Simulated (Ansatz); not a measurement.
Geometry optimisation, RKS PBE/def2-SVP in Ansatz 0.2.0.

Input:

```yaml
crystal:
  periodic: [false, false, false]
  atoms:
    - { symbol: "N", position_ang: [0.8448, -1.9936, -1.2192] }
    - { symbol: C, position_ang: [0.3457, -1.0036, -0.5346] }
    - { symbol: "N", position_ang: [0.2539, -0.574, 0.7107] }
    - { symbol: Si, position_ang: [-0.4566, 0.5106, -0.3635] }
    - { symbol: "N", position_ang: [0.1556, 1.8751, 0.3131] }
    - { symbol: F, position_ang: [-2.0399, 0.4214, 0.148] }
    - { symbol: H, position_ang: [0.5999, -1.8309, -2.2203] }
    - { symbol: H, position_ang: [-0.3322, -1.1066, 1.2609] }
    - { symbol: H, position_ang: [-0.3612, 2.072, 1.2297] }
    - { symbol: H, position_ang: [1.0731, 1.5785, 0.678] }
basis:
  gaussian: { orbitals: def2-SVP }
hamiltonian:
  xc: pbe
relax:
  f_tol: 0.015
  max_steps: 40
```

Launched with:

```bash
$ ansatz run input.yaml --threads 2 --pin off --max-ram 3072MiB --backend cpu --events-out ev --progress --plain --runs-dir out
```

Q: Where does it end, and by what steps?

A: It converged. After 19 steps the energy has fallen by 2.599 eV; H9 moved furthest, 0.99 Å.

| step | energy less start (eV) | largest force component (eV/Å) | accepted |
| --- | --- | --- | --- |
| 0 | 0.0000 | 5.014 | yes |
| 1 | -1.3415 | 2.634 | yes |
| 2 | -1.9643 | 0.784 | yes |
| 3 | -2.2242 | 1.101 | yes |
| 4 | -2.4064 | 0.697 | yes |
| 5 | -2.4466 | 0.964 | yes |
| 6 | -2.4721 | 1.057 | yes |
| 7 | -2.5587 | 0.266 | yes |
| 8 | -2.5713 | 0.174 | yes |
| 9 | -2.5319 | 0.667 | no |
| 10 | -2.5817 | 0.193 | yes |
| 11 | -2.5884 | 0.170 | yes |
| 12 | -2.5916 | 0.111 | yes |
| 13 | -2.5868 | 0.801 | no |
| 14 | -2.5960 | 0.053 | yes |
| 15 | -2.5966 | 0.208 | yes |
| 16 | -2.5953 | 0.145 | no |
| 17 | -2.5980 | 0.116 | yes |
| 18 | -2.5985 | 0.025 | yes |
| 19 | -2.5985 | 0.008 | yes |

```xyz
10
Properties=species:S:1:pos:R:3
N 0.711 -2.042 -1.354
C 0.217 -1.125 -0.623
N -0.025 -1.093 0.770
Si -0.537 0.415 0.109
N 0.143 1.881 0.672
F -2.135 0.743 -0.017
H 0.754 -1.742 -2.338
H 0.142 -1.846 1.451
H -0.336 2.771 0.524
H 1.149 1.987 0.808
```

The run took 28 s on 2 threads of Intel(R) Xeon(R) Platinum 8488C (Sapphire Rapids), with other jobs on the host, peak memory 0.17 GiB.
